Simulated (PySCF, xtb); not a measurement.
biphenylene (C₁₂H₈), SMILES c12-c3ccccc3-c2cccc1.

Harmonic wavenumbers (cm⁻¹) from GFN2-xTB (xtb) at its own minimum, in rising order: 101, 131, 213, 302, 338, 402, 410, 411, 543, 570, 575, 594, 650, 711, 741, 759, 775, 796, 876, 879, 895, 898, 922, 922, 941, 1036, 1043, 1046, 1056, 1121, 1128, 1149, 1193, 1202, 1253, 1253, 1296, 1383, 1388, 1432, 1436, 1485, 1602, 1611, 1637, 1729, 3071, 3071, 3077, 3078, 3083, 3084, 3089, 3091.

Question: What does B3LYP-D3(BJ)/def2-SVP (PySCF) give at its own minimum? (Estimate from the structure and the level; the computed values follow.)

Answer: 104, 150, 214, 323, 385, 402, 446, 469, 573, 596, 617, 627, 737, 738, 753, 766, 785, 848, 896, 926, 952, 959, 1000, 1003, 1008, 1008, 1016, 1043, 1071, 1105, 1136, 1143, 1171, 1180, 1282, 1301, 1325, 1428, 1458, 1476, 1480, 1525, 1646, 1646, 1665, 1726, 3175, 3175, 3187, 3187, 3195, 3196, 3200, 3201. Paired by order, the mean absolute difference is 44 cm⁻¹ and the zero-point energies are 96.5 and 99.5 kcal/mol.
